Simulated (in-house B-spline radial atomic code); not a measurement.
P. Computed with a B-spline radial atomic code. Model: non-relativistic spherical atom: semilocal Troullier-Martins pseudo-atom, one channel per l, against all electrons, high spin, G0W0 and RPA with empty states to l = 8, local potential for every l without a channel, a model core (radius 0 = none) keeps its share of the functional.

What the tables leave out is listed at the end.

The pseudopotential gives back the lowest level of each angular momentum of its own functional in the configuration it was made in; a second state of the same l is only approximately right. Exact exchange, RPA and GW see the smooth pseudo-orbitals and miss the exchange with the core, for which the functional's share stands in. The column with an uncorrelated core keeps all orbitals and exact exchange, and so separates missing core correlation from pseudisation. Only the three outermost levels and the lowest empty one were computed. RPA here is direct RPA, with no exchange kernel, and its energies carry an (l + 1/2)⁻⁴ tail. A hybrid on a potential with a model core restores only its own semilocal share of the core's exchange.

Command:
```bash
python run_psgw.py task.json out
```
Settings (lengths in bohr, energies in hartree):
```
Z                      15
electrons              15
configuration          [Ne] 3s2 3p3
generated_in           [Ne] 3s2 3p3
functional             pbe,pbe
core_shells            2
radius_factor          0.8
core_correction        True
```

Time taken, with all properties: 25 s on 1 thread of Arm Neoverse N1 (shared host).

Given: made with PBE; model core radius 0.151 bohr; local radius 0.614 bohr; mean-field start PBE.

Valence shells of the generating configuration: 2p, 3s, 3p.

Channel: s 1.262, p 0.5 (radii in bohr).

Computed: largest level miss in the spin-unpolarised generating configuration 0.033 eV; valence RPA correlation energy pseudo -0.7084 hartree; all-electron RPA polarisability, core included 23.237 bohr³; pseudo-atom RPA polarisability 23.445 bohr³.

```
          level  occupied  mean-field all-electron (eV)  mean-field pseudo minus all (eV)  G0W0 all-electron (eV)  G0W0 uncorrelated core minus all (eV)  G0W0 pseudo minus all (eV)  exchange self-energy all-electron (eV)  exchange self-energy pseudo (eV)
          3p up         1                       -6.2938                             0.035                 -10.093                                   0.01                       0.185                                 -16.823                           -16.275
3p down (empty)         0                       -3.7374                              0.03                 -1.0975                                  0.013                       0.143                                 -3.8341                           -3.3485
```

Q: What is the valence RPA correlation energy all-electron orbitals?

A: -0.58116 hartree.

Given: mean-field start PBE0.

Computed: valence RPA correlation energy all-electron orbitals -0.54999 hartree; valence RPA correlation energy pseudo -0.67633 hartree; all-electron RPA polarisability, core included 19.574 bohr³.

```
          level  occupied  mean-field all-electron (eV)  mean-field pseudo minus all (eV)  G0W0 all-electron (eV)  G0W0 uncorrelated core minus all (eV)  G0W0 pseudo minus all (eV)  exchange self-energy all-electron (eV)  exchange self-energy pseudo (eV)
          3p up         1                       -7.5331                               0.1                 -10.456                                  0.011                        0.22                                 -16.846                           -16.248
        3s down         1                       -13.139                            -0.206                 -16.159                                 -0.027                      -0.506                                 -15.349                           -14.677
3p down (empty)         0                        -2.664                             0.074                -0.78832                                  0.012                       0.133                                 -3.5106                           -3.0759
```

Q: What is the pseudo-atom RPA polarisability?

A: 20.004 bohr³.

Among the listed levels the largest G0W0 shift of the pseudo-atom is -0.51 eV, for 3s down on the PBE0 start, while leaving the core uncorrelated moves that level by -0.03 eV. So pseudisation and the lost core exchange, not the missing core correlation, make the error. Not in the tables (levels of low weight, unsolved or above zero; the highest and the empty levels are kept at any weight): on PBE the G0W0 levels 3s down (pseudo minus all -0.40 eV, weights 0.71 and 0.74), 3s up (pseudo minus all +0.03 eV, weights 0.07 and 0.07); on PBE0 the G0W0 levels 3s up (pseudo minus all -0.36 eV, weights 0.30 and 0.33); no Hartree-Fock pseudo-atom is run with a model core.
